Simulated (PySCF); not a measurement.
PySCF input (M06-2X/def2-TZVPD):

```python
from pyscf import gto, scf, dft

mol = gto.M(
    atom='''
    Si   -0.35855426   -0.10157508   -0.14483880
    O    -0.54971084   -0.17916352    1.36867792
    O     1.04414905    0.31503848   -0.88421983
    H     1.06425394    0.33505143   -1.84792149
    ''',
    basis='def2-tzvpd',
    charge=1,
    spin=0,
    verbose=4,
)

mf = dft.RKS(mol, xc='m062x').density_fit(auxbasis='def2-universal-jkfit')
mf.grids.level = 4
mf.conv_tol = 1e-9
mf.max_cycle = 100
mf.max_memory = 1500
mf.kernel()
if not mf.converged:
    mf = mf.newton()
    mf.kernel(mf.make_rdm1())
mf.analyze()
```

Output:

```
PySCF version 2.14.0

[INPUT] verbose = 4
[INPUT] num. atoms = 4
[INPUT] num. electrons = 30
[INPUT] charge = 1
[INPUT] spin (= nelec alpha-beta = 2S) = 0
[INPUT] symmetry False subgroup None
[INPUT] Mole.unit = angstrom
[INPUT] Symbol           X                Y                Z      unit          X                Y                Z       unit  Magmom
[INPUT]  1 Si    -0.358554260000  -0.101575080000  -0.144838800000 AA   -0.677569352196  -0.191949082281  -0.273705664211 Bohr   0.0
[INPUT]  2 O     -0.549710840000  -0.179163520000   1.368677920000 AA   -1.038802935305  -0.338569984313   2.586426421539 Bohr   0.0
[INPUT]  3 O      1.044149050000   0.315038480000  -0.884219830000 AA    1.973155737725   0.595336445899  -1.670933312609 Bohr   0.0
[INPUT]  4 H      1.064253940000   0.335051430000  -1.847921490000 AA    2.011148473589   0.633155440344  -3.492065515798 Bohr   0.0

nuclear repulsion = 95.8620689829567
number of shells = 48
number of NR pGTOs = 190
number of NR cGTOs = 132
basis = def2-tzvpd
ecp = {}

******** <class 'pyscf.df.df_jk.DFRKS'> ********
method = DFRKS
initial guess = minao
damping factor = 0
level_shift factor = 0
DIIS = <class 'pyscf.scf.diis.CDIIS'>
diis_start_cycle = 1
diis_space = 8
diis_damp = 0
SCF conv_tol = 1e-09
SCF conv_tol_grad = None
SCF max_cycles = 100
direct_scf = False
XC library pyscf.dft.libxc version 7.1.2
    S. Lehtola, C. Steigemann, M. J. T. Oliveira, and M. A. L. Marques,  SoftwareX 7, 1–5 (2018)
XC functionals = m062x
    Y. Zhao and D. G. Truhlar,  Theor. Chem. Acc. 120, 215 (2008)
    Y. Zhao and D. G. Truhlar,  Theor. Chem. Acc. 120, 215 (2008)
radial grids:
    Treutler-Ahlrichs [JCP 102, 346 (1995); DOI:10.1063/1.469408] (M4) radial grids

becke partition: Becke, JCP 88, 2547 (1988); DOI:10.1063/1.454033
pruning grids: <function nwchem_prune>
grids dens level: 4
symmetrized grids: False
atomic radii adjust function: <function treutler_atomic_radii_adjust>
small_rho_cutoff = 0
Set gradient conv threshold to 3.16228e-05
Initial guess from minao.
tot grids = 101152
******** <class 'pyscf.df.df.DF'> ********
auxbasis = def2-universal-jkfit
init E= -440.707131659751
  HOMO = -0.475217083628791  LUMO = -0.231414536859155  gap/eV = 6.63421
cycle= 1 E= -439.925851029743  delta_E= 0.781  |g|= 0.999  |ddm|=  1.9
  HOMO = -0.48219618243546  LUMO = -0.421818438250668  gap/eV = 1.64296
cycle= 2 E= -438.443536823545  delta_E= 1.48  |g|= 2.65  |ddm|= 2.46
  HOMO = -0.678892143726804  LUMO = -0.467070447852983  gap/eV = 5.76396
[...]
cycle= 13 E= -440.180189439457  delta_E= -1.56e-10  |g|= 5.93e-06  |ddm|= 3.19e-05
  HOMO = -0.672649679831431  LUMO = -0.431021990101861  gap/eV = 6.57502
Extra cycle  E= -440.180189439448  delta_E= 8.75e-12  |g|= 1.06e-05  |ddm|= 1.26e-05
converged SCF energy = -440.180189439448
**** SCF Summaries ****
Total Energy =                        -440.180189439448156
Nuclear Repulsion Energy =              95.862068982956728
One-electron Energy =                 -790.458911798213535
Two-electron Energy =                  254.416653375808664
Two-electron Coulomb Energy =          292.488291948197684
DFT Exchange-Correlation Energy =      -38.071638572389034
HOMO-LUMO gap [eV] =                     6.575024338352098
**** MO energy ****
MO #1   energy= -67.4108616482543  occ= 2
MO #2   energy= -19.9711862824886  occ= 2
MO #3   energy= -19.9203486786817  occ= 2
MO #4   energy= -5.94249317147614  occ= 2
MO #5   energy= -4.25422938893116  occ= 2
MO #6   energy= -4.25345213322863  occ= 2
MO #7   energy= -4.24824953208196  occ= 2
MO #8   energy= -1.44846668090258  occ= 2
MO #9   energy= -1.34410432381028  occ= 2
MO #10  energy= -0.934244962247391 occ= 2
MO #11  energy= -0.796726868352167 occ= 2
MO #12  energy= -0.750049218709354 occ= 2
MO #13  energy= -0.734520898835618 occ= 2
MO #14  energy= -0.675153773302215 occ= 2
MO #15  energy= -0.672649679831431 occ= 2
MO #16  energy= -0.431021990101861 occ= 0
MO #17  energy= -0.275626967498333 occ= 0
MO #18  energy= -0.188624116882789 occ= 0
MO #19  energy= -0.172781815587595 occ= 0
MO #20  energy= -0.135602947168372 occ= 0
MO #21  energy= -0.10392659109945  occ= 0
MO #22  energy= -0.0936524506115932 occ= 0
MO #23  energy= -0.0760531551522303 occ= 0
MO #24  energy= -0.0711456890563705 occ= 0
MO #25  energy= -0.0630570297533617 occ= 0
MO #26  energy= -0.0466941191188908 occ= 0
MO #27  energy= -0.039457898944168 occ= 0
MO #28  energy= -0.0318351166642543 occ= 0
MO #29  energy= -0.00294103517841493 occ= 0
MO #30  energy= 0.00283083291237393 occ= 0
MO #31  energy= 0.0223245552382763 occ= 0
MO #32  energy= 0.035914483831018  occ= 0
MO #33  energy= 0.0504158621954982 occ= 0
MO #34  energy= 0.0575073893236519 occ= 0
MO #35  energy= 0.0990859694737886 occ= 0
MO #36  energy= 0.106716610873748  occ= 0
MO #37  energy= 0.10893517034159   occ= 0
MO #38  energy= 0.124622741761917  occ= 0
MO #39  energy= 0.126385108156713  occ= 0
MO #40  energy= 0.130280734114537  occ= 0
MO #41  energy= 0.165958557198546  occ= 0
MO #42  energy= 0.1761965671854    occ= 0
MO #43  energy= 0.176984874073247  occ= 0
MO #44  energy= 0.217114739431565  occ= 0
MO #45  energy= 0.255291445815385  occ= 0
MO #46  energy= 0.267351349281808  occ= 0
MO #47  energy= 0.313343606472017  occ= 0
MO #48  energy= 0.320335051039805  occ= 0
MO #49  energy= 0.346217812998087  occ= 0
MO #50  energy= 0.364929362771105  occ= 0
MO #51  energy= 0.382803392177987  occ= 0
MO #52  energy= 0.388204107488407  occ= 0
MO #53  energy= 0.414896164556152  occ= 0
MO #54  energy= 0.435124483945912  occ= 0
MO #55  energy= 0.458895931080201  occ= 0
MO #56  energy= 0.486284319380383  occ= 0
MO #57  energy= 0.533234847925042  occ= 0
MO #58  energy= 0.540468814695855  occ= 0
MO #59  energy= 0.583995776246427  occ= 0
MO #60  energy= 0.623271028102272  occ= 0
MO #61  energy= 0.658218371709601  occ= 0
MO #62  energy= 0.694975858811857  occ= 0
MO #63  energy= 0.701937392322302  occ= 0
MO #64  energy= 0.758872207750118  occ= 0
MO #65  energy= 0.766073439746172  occ= 0
MO #66  energy= 0.773216162618318  occ= 0
MO #67  energy= 0.797738557144103  occ= 0
MO #68  energy= 0.841497423701092  occ= 0
MO #69  energy= 0.857675524861339  occ= 0
MO #70  energy= 0.873703098883345  occ= 0
MO #71  energy= 0.899779639939736  occ= 0
MO #72  energy= 0.924347872206651  occ= 0
MO #73  energy= 0.944454899567127  occ= 0
MO #74  energy= 1.0607852737443    occ= 0
MO #75  energy= 1.06467899925662   occ= 0
MO #76  energy= 1.14020965873776   occ= 0
MO #77  energy= 1.21330061389141   occ= 0
MO #78  energy= 1.27974863134256   occ= 0
MO #79  energy= 1.33704237187765   occ= 0
MO #80  energy= 1.36556968161758   occ= 0
MO #81  energy= 1.50961441741774   occ= 0
MO #82  energy= 1.54649190701782   occ= 0
MO #83  energy= 1.56647140407136   occ= 0
MO #84  energy= 1.59821071027969   occ= 0
MO #85  energy= 1.69279259633353   occ= 0
MO #86  energy= 1.76908984853878   occ= 0
MO #87  energy= 1.87230289840612   occ= 0
MO #88  energy= 1.88602940762522   occ= 0
MO #89  energy= 1.95415682894044   occ= 0
MO #90  energy= 2.02166535854127   occ= 0
MO #91  energy= 2.1305620481528    occ= 0
MO #92  energy= 2.20628117695882   occ= 0
MO #93  energy= 2.35249071188673   occ= 0
MO #94  energy= 2.57008441874632   occ= 0
MO #95  energy= 2.60733404808858   occ= 0
MO #96  energy= 2.61605190064781   occ= 0
MO #97  energy= 2.73785429102931   occ= 0
MO #98  energy= 2.83992088607317   occ= 0
MO #99  energy= 2.91159909653157   occ= 0
MO #100 energy= 3.22419442665763   occ= 0
MO #101 energy= 3.51846373204764   occ= 0
MO #102 energy= 3.62760774107209   occ= 0
MO #103 energy= 4.84121736796141   occ= 0
MO #104 energy= 4.88038934170069   occ= 0
MO #105 energy= 4.88934855663903   occ= 0
MO #106 energy= 4.91241466200689   occ= 0
MO #107 energy= 4.92368882433327   occ= 0
[...]
```

This state (charge 1, singlet) is run at the relaxed geometry of the species with charge 0 and multiplicity 2.
